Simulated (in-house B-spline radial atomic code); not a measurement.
Successive ionisation energies of technetium; each step leads to the configuration of the next row (after the last: bare). NIST's values go from ground level to ground level; the uncertainty of those that are theory runs from under 0.1 % in few-electron ions to several per cent in heavy many-electron ones. Computed with a B-spline radial code for spherical atoms: non-relativistic Hartree-Fock, average of the configuration, point nuclei.

This level leaves out relativity, spin-orbit splitting included, which matters for heavy ions.

```
  ion  configuration  ionisation energy (eV)  tabulated value (eV)    tabulated kind  computed minus tabulated (eV)  highest orbital  largest mean radius (bohr)
Tc34+   [He] 2s2 2p5                  4673.2                  4681    semi-empirical                             -8               2p                        0.15
Tc35+   [He] 2s2 2p4                  4855.8                  4874    semi-empirical                            -18               2p                     0.14891
Tc36+   [He] 2s2 2p3                       ?                     ?    semi-empirical                              ?                ?                           ?
Tc37+   [He] 2s2 2p2                  5229.6                  5361    semi-empirical                           -131               2p                     0.14676
Tc38+   [He] 2s2 2p1                  5420.6                  5570    semi-empirical                           -149               2p                      0.1457
Tc39+       [He] 2s2                  5660.1                  5838    semi-empirical                           -178               2s                     0.14466
Tc40+       [He] 2s1                  5830.4              6008.391  tabulated theory                           -178               2s                      0.1437
Tc41+            1s2                       ?                     ?  tabulated theory                              ?                ?                           ?
Tc42+            1s1                 25156.9              25787.05  tabulated theory                           -630               1s                    0.034884
```

Question: Fill in the row of Tc36+.

Answer: ionisation energy (eV): 5041.3; tabulated value (eV): 5060; computed minus tabulated (eV): -19; highest orbital: 2p; largest mean radius (bohr): 0.14782.

Question: Fill in the row of Tc41+.

Answer: ionisation energy (eV): 24428.6; tabulated value (eV): 25004.53; computed minus tabulated (eV): -576; highest orbital: 1s; largest mean radius (bohr): 0.035191.

Question: Where is the largest jump?

Answer: From Tc40+ to Tc41+, by a factor of 4.19 (5830.4 to 24429 eV); the highest orbital goes from 2s to 1s.

Question: How far is this level of theory from the measured and semi-empirical values?

Answer: Over those 6 rows the differences run from -178 to -7.81 eV (mean absolute value 84 eV). The calculation leaves out relativity, correlation and, in open shells, the multiplet splittings that an average leaves out.
